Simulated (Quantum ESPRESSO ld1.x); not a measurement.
Task: Coherent X-ray form factor from a spherical all-electron density. Calculated with ld1.x of Quantum ESPRESSO 7.5: Dirac Kohn-Sham, revPBE, spin-unpolarised, spherical densities, point nucleus.

| sin(theta)/lambda (1/angstrom) | f0 (electrons) |
|---|---|
| 0.05 | 9.974 |
| 0.1 | 9.896 |
| 0.15 | 9.767 |
| 0.2 | 9.592 |
| 0.25 | 9.373 |
| 0.3 | 9.115 |
| 0.4 | 8.503 |
| 0.5 | 7.802 |
| 0.6 | 7.057 |
| 0.8 | 5.590 |
| 1 | 4.323 |
| 1.25 | 3.141 |
| 1.5 | 2.371 |
| 2 | 1.610 |

The species is in the configuration that NIST lists as its ground one. Which atom or ion scatters so?

Result: The argon ion Ar8+, [Ne]. Extrapolating in s^2 from the first two rows gives f0(0) = 10.0, near the electron count 10; among species with that count, the fall with angle is slower the higher Z, and the table is that of Z = 18; from so few rows the species is fixed only to a neighbour or two.
